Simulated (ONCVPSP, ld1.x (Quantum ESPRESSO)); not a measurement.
# Potentials for silicon (Si) compared

Generated with ld1.x 7.5 (TM, RRKJ, ultrasoft, PAW), atompaw 4.2 or ONCVPSP 4.0.1. The cutoff is in Ry: for ld1.x and atompaw files where the sum of valence levels is converged to 10 mRy in a Bessel basis, for ONCV files where the hardest occupied wave has 1 mHa per electron of residual kinetic energy. The error is the largest all-electron minus pseudo excitation energy over each file’s own four to seven test configurations (ionisations up to +4, promotions, holes and added fractions of an electron), all of which were solved. The labels leave out finer settings (local radius, basis sizes, second energies), which also bear on the numbers. Spin-polarised tests are not counted. The rows are a selection from randomly drawn settings: files with unsolved tests, undetermined cutoffs or missed reference levels are left out.

```csv
potential,cutoff (Ry),largest error (meV),bound ghosts
"PAW, BP86, scalar-relativistic, rc 2.00/2.05/1.70 (spd), local smoothed, core correction yes, reference 3s2 3p2",8,-63,none
"PAW, PBEsol, scalar-relativistic, rc 1.90/2.40/2.45 (spd), local smoothed, core correction yes, reference 3s1.5 3p2.5",8,-7.9,none
"RRKJ, LDA (PZ), scalar-relativistic, rc 1.70/2.10 (sp), local s, core correction no, reference 3s2 3p0",18,+98,none
```

(1) Fill in the row for Si: ONCV, LDA (Perdew-Wang 92), scalar-relativistic, rc 1.05/0.85/1.05 (spd), local smoothed, core correction no, reference 2s2 2p6 3s2 3p2, qcut 13.5/14.5/10.2, projectors 2/2/2.

(2) Fill in the row for Si: TM, PBE, scalar-relativistic, rc 1.75/1.90 (sp), local smoothed, core correction yes, reference 3s2 3p1.

(3) Fill in the row for Si: TM, PBE, scalar-relativistic, rc 1.60/2.30 (sp), local s, core correction no, reference 3s2 3p1.5.

Results:

(1) cutoff 190 Ry, largest error +2.5 meV, bound ghosts: none.

(2) cutoff 15 Ry, largest error +94 meV, bound ghosts: none.

(3) cutoff 15 Ry, largest error +73 meV, bound ghosts: none.
